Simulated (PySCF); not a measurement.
As (arsenic, neutral) across methods

[Ar] 3d10 4s2 4p3, high-spin 4S determinant. Calculation: PySCF 2.14, in x2c-QZVPPall with one added diffuse shell each of s, p, d, f type (12s9p6d5f1g, 113 functions); the spin-free X2C one-electron Hamiltonian (Gaussian nucleus).

```csv
method,E (hartree),mean ε 4s α (eV),mean ε 4s β (eV),mean ε 4p α (eV),Σ⟨r²⟩ (bohr²),⟨S²⟩
LDA,-2257.360,-15.327,-13.314,-5.962,40.59,3.750
PW91,-2260.975,-15.270,-12.986,-5.960,40.65,3.751
PBE0,-2260.515,-17.256,-13.900,-7.099,40.38,3.751
CAM-B3LYP,-2260.928,-18.881,-15.658,-8.231,40.47,3.751
r2SCANh,-2260.756,-16.741,-13.317,-6.732,40.12,3.751
PBE,-2260.479,-15.206,-12.909,-5.921,40.68,3.751
r2SCAN,-2260.768,-16.019,-12.915,-6.309,40.14,3.751
UHF,-2259.08711,-22.653,-15.617,-10.043,40.64,3.751
```
